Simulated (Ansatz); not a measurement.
Steps of a relaxation of CH$_{3}$Cl$_{2}$GaS, SMILES `C[S][Ga]([Cl])[Cl]` with RKS PBE0-D4/def2-TZVP.

```sh
$ ansatz run in.yaml --threads 4 --pin off --events-out ev --progress --plain --max-ram 10444MiB
```

```yaml
crystal:
  periodic: [false, false, false]
  atoms:
    - {symbol: C, position_ang: [-0.209910, -0.102340, 1.433420]}
    - {symbol: S, position_ang: [0.552940, -1.256970, 0.222320]}
    - {symbol: Ga, position_ang: [0.314850, -0.042560, -1.651210]}
    - {symbol: Cl, position_ang: [0.963760, -0.769580, -3.507110]}
    - {symbol: Cl, position_ang: [-0.572410, 1.865220, -1.529620]}
    - {symbol: H, position_ang: [-1.261910, 0.041170, 1.201380]}
    - {symbol: H, position_ang: [0.317600, 0.848020, 1.430330]}
    - {symbol: H, position_ang: [-0.104920, -0.582960, 2.400490]}
basis:
  gaussian: {orbitals: def2-TZVP}
hamiltonian: {xc: pbe0, dispersion: d4}
relax: {f_tol: 0.005, max_steps: 150}
```

Positions (Å) and forces (eV/Å) along the path, 11 of 11 steps:

```xyz
8
step=1 energy=-89330.3673 eV
C    -0.210   -0.102    1.433    0.177   -0.211   -0.438
S     0.553   -1.257    0.222   -0.220    0.703   -0.639
Ga    0.315   -0.043   -1.651    0.150   -0.772    1.211
Cl    0.964   -0.770   -3.507    0.135   -0.143   -0.407
Cl   -0.572    1.865   -1.530   -0.172    0.376   -0.009
H    -1.262    0.041    1.201   -0.024    0.049    0.070
H     0.318    0.848    1.430   -0.045    0.031    0.072
H    -0.105   -0.583    2.400   -0.001   -0.033    0.140
8
step=2 energy=-89330.4204 eV
C    -0.209   -0.102    1.429    0.094   -0.112   -0.221
S     0.543   -1.227    0.194   -0.092    0.204   -0.038
Ga    0.319   -0.058   -1.636    0.023   -0.156    0.286
Cl    0.974   -0.786   -3.515    0.012   -0.007   -0.042
Cl   -0.576    1.871   -1.536   -0.032    0.080   -0.040
H    -1.266    0.050    1.222   -0.004    0.008    0.010
H     0.310    0.854    1.454   -0.007    0.003    0.010
H    -0.095   -0.602    2.389    0.006   -0.022    0.035
8
step=3 energy=-89330.4239 eV
C    -0.205   -0.105    1.417    0.041   -0.079   -0.011
S     0.544   -1.234    0.195   -0.037    0.053    0.061
Ga    0.314   -0.057   -1.606   -0.006    0.041   -0.076
Cl    0.969   -0.781   -3.491    0.005   -0.002   -0.015
Cl   -0.582    1.880   -1.549    0.015   -0.037    0.005
H    -1.261    0.050    1.211    0.000    0.003    0.011
H     0.315    0.850    1.443   -0.003   -0.001    0.011
H    -0.094   -0.603    2.380   -0.014    0.023    0.014
8
step=4 energy=-89330.4249 eV
C    -0.205   -0.107    1.426    0.021   -0.027   -0.047
S     0.540   -1.224    0.192   -0.014    0.010    0.048
Ga    0.315   -0.056   -1.619   -0.006    0.021   -0.023
Cl    0.974   -0.783   -3.503    0.000   -0.002    0.008
Cl   -0.581    1.879   -1.563    0.001   -0.005    0.000
H    -1.262    0.051    1.223   -0.003    0.002    0.007
H     0.314    0.849    1.458    0.000    0.002    0.007
H    -0.094   -0.609    2.386    0.000   -0.001    0.000
8
step=5 energy=-89330.4250 eV
C    -0.204   -0.106    1.425    0.004   -0.020    0.010
S     0.533   -1.225    0.191    0.000    0.012   -0.004
Ga    0.314   -0.055   -1.621   -0.008   -0.001    0.000
Cl    0.980   -0.783   -3.501    0.002   -0.001    0.002
Cl   -0.587    1.878   -1.568    0.002    0.001    0.000
H    -1.262    0.057    1.228   -0.001   -0.001   -0.004
H     0.318    0.847    1.461    0.005    0.001   -0.003
H    -0.092   -0.613    2.384   -0.005    0.010   -0.002
8
step=6 energy=-89330.4250 eV
C    -0.204   -0.107    1.426   -0.001    0.006   -0.005
S     0.537   -1.222    0.192    0.001    0.000   -0.002
Ga    0.312   -0.054   -1.621   -0.002    0.002    0.000
Cl    0.979   -0.785   -3.500    0.001   -0.001    0.001
Cl   -0.589    1.879   -1.570    0.001   -0.002    0.001
H    -1.260    0.059    1.224    0.002   -0.001    0.001
H     0.321    0.845    1.465   -0.001   -0.003    0.001
H    -0.097   -0.615    2.384    0.000   -0.001    0.004
8
step=7 energy=-89330.4250 eV
C    -0.203   -0.107    1.426    0.000    0.000    0.000
S     0.538   -1.221    0.192    0.000    0.000    0.000
Ga    0.312   -0.054   -1.621    0.000    0.000    0.000
Cl    0.980   -0.785   -3.499    0.000    0.000    0.000
Cl   -0.592    1.877   -1.570    0.000   -0.001    0.000
H    -1.258    0.062    1.222    0.000    0.000    0.000
H     0.324    0.844    1.468    0.000    0.000    0.000
H    -0.100   -0.616    2.383    0.000    0.000    0.000
8
step=8 energy=-89330.4251 eV
C    -0.201   -0.106    1.426    0.000   -0.003    0.007
S     0.541   -1.220    0.192    0.000    0.000    0.002
Ga    0.311   -0.054   -1.621    0.001   -0.003   -0.001
Cl    0.980   -0.785   -3.499    0.000    0.000    0.000
Cl   -0.600    1.874   -1.571   -0.001    0.002    0.000
H    -1.254    0.070    1.216    0.000    0.001    0.000
H     0.331    0.841    1.475    0.000    0.002    0.000
H    -0.108   -0.620    2.383    0.000    0.001   -0.007
8
step=9 energy=-89330.4251 eV
C    -0.200   -0.106    1.426   -0.001   -0.003    0.010
S     0.543   -1.219    0.192    0.000   -0.001    0.000
Ga    0.310   -0.054   -1.622    0.003   -0.002    0.000
Cl    0.981   -0.785   -3.499   -0.001    0.000    0.000
Cl   -0.605    1.872   -1.572   -0.002    0.002    0.000
H    -1.252    0.075    1.213    0.001    0.001    0.000
H     0.335    0.840    1.480   -0.001    0.001   -0.001
H    -0.112   -0.622    2.382    0.000    0.002   -0.008
8
step=10 energy=-89330.4251 eV
C    -0.199   -0.105    1.426   -0.002    0.000    0.007
S     0.544   -1.218    0.192    0.001   -0.001    0.001
Ga    0.309   -0.055   -1.622    0.000   -0.001   -0.001
Cl    0.982   -0.785   -3.499    0.000    0.001    0.000
Cl   -0.611    1.869   -1.573    0.000    0.001   -0.001
H    -1.249    0.081    1.209    0.004    0.001    0.001
H     0.341    0.838    1.485   -0.003   -0.002   -0.001
H    -0.118   -0.625    2.381    0.000    0.002   -0.007
8
step=11 energy=-89330.4251 eV
C    -0.199   -0.105    1.426   -0.001    0.000    0.004
S     0.544   -1.219    0.193    0.000    0.000    0.000
Ga    0.309   -0.055   -1.622    0.000    0.001   -0.001
Cl    0.982   -0.784   -3.499    0.000    0.000    0.000
Cl   -0.612    1.868   -1.573    0.000    0.000    0.000
H    -1.249    0.082    1.209    0.003    0.000    0.000
H     0.341    0.837    1.486   -0.002   -0.002   -0.001
H    -0.118   -0.625    2.380    0.000    0.001   -0.003
```

Hardware: 4 threads of an Arm Neoverse V1 on a shared host. Wall time 62 s, peak host memory 0.74 GiB.
